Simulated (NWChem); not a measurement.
C₅H₄O; SMILES O=C1C=CC=C1

```xyz
10

O      0.0000     0.0000    -2.0380
C      0.0000     0.0000    -0.8232
C      0.0000     1.2057     0.0876
C      0.0000     0.7516     1.3490
C      0.0000    -0.7516     1.3490
C      0.0000    -1.2057     0.0876
H      0.0000     2.2260    -0.2720
H      0.0000     1.3457     2.2563
H      0.0000    -1.3457     2.2563
H      0.0000    -2.2260    -0.2720
```
Atoms are numbered in this order, from 1.

Level: B3LYP/6-31G* (spherical d) (NWChem), optimised geometry, unscaled harmonic frequencies. 

| frequency (cm⁻¹) | IR intensity (km/mol) |
|---|---|
| 214 | 1.1 |
| 457 | 0.0 |
| 458 | 4.1 |
| 653 | 19.6 |
| 658 | 1.0 |
| 728 | 0.3 |
| 744 | 0.0 |
| 849 | 68.4 |
| 857 | 1.5 |
| 963 | 0.0 |
| 965 | 0.0 |
| 969 | 0.0 |
| 1106 | 0.0 |
| 1109 | 7.3 |
| 1147 | 36.3 |
| 1319 | 2.5 |
| 1370 | 25.7 |
| 1603 | 0.0 |
| 1676 | 0.0 |
| 1820 | 166.5 |
| 3227 | 8.4 |
| 3238 | 9.5 |
| 3272 | 2.1 |
| 3274 | 0.2 |

```json
{
  "zero_point_energy": "46.7 kcal/mol",
  "thermal correction to the enthalpy at 298.15 K (with zero-point energy)": "50.2 kcal/mol",
  "heat capacity Cv": "17.4 cal/(mol K)",
  "entropy at 298.15 K and 1 atm (symmetry number 2)": "69.1 cal/(mol K)",
  "dipole_moment": "3.06 D"
}
```

Rigid rotor and harmonic oscillator.
